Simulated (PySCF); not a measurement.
A search over the determinants of CsF

Unrestricted PBE0; basis Cs def2-SVPD with ECP46, F def2-SVPD; scalar-relativistic core potentials; PySCF 2.14. Outer shells of the fragments: Cs 6s1; F 2s2 2p5.

Followed along the bond (rough minima from three points):

| 2Ms+1 | unpaired | ⟨S²⟩ at the start | R at minimum (Å) | Te (eV) |
| --- | --- | --- | --- | --- |
| 1 | none | 0.00 | 2.45 | 0.00 |
| 3 | σ ↑, π ↑ | 2.00 | none in the scan | ≤ 5.04 |

Solutions found at the starting distance of 2.820 Å, counted from the lowest of them; the search is not exhaustive and high or unbound solutions are not listed, so other states can lie among these:

```
2Ms+1  unpaired   term  E (eV)  ⟨S²⟩  ⟨Lz²⟩   μ (D)
    1      none    ¹Σ⁺    0.00  0.00   0.00  -11.09
    3  σ ↑, π ↑     ³Π    4.84  2.00   1.00    1.04
    3      σ ↑↑    ³Σ⁺    4.85  2.00   0.00    1.26
    1  σ ↓, π ↑  mixed    4.86  1.00   1.00    1.20
    3      π ↑↑  mixed    6.01  2.00   2.00    0.00
    3      π ↑↑  mixed    6.03  2.00   2.00    0.71
    3  σ ↑, π ↑     ³Π    6.06  2.00   1.00    1.13
    3  π ↑, δ ↑  mixed    6.58  2.00   5.00    0.32
```

A term symbol is given only where ⟨S²⟩ and ⟨Lz²⟩ are close to those of a pure state; real π, δ and φ orbitals otherwise mix terms. A positive dipole means Cs(−)F(+).

The measured ground state is X ¹Σ+ (Huber and Herzberg, Constants of Diatomic Molecules (1979)).

Spin–orbit coupling is left out. Counting both spins, an empty level lies below a filled one in some of these solutions, because spin and occupation are held.
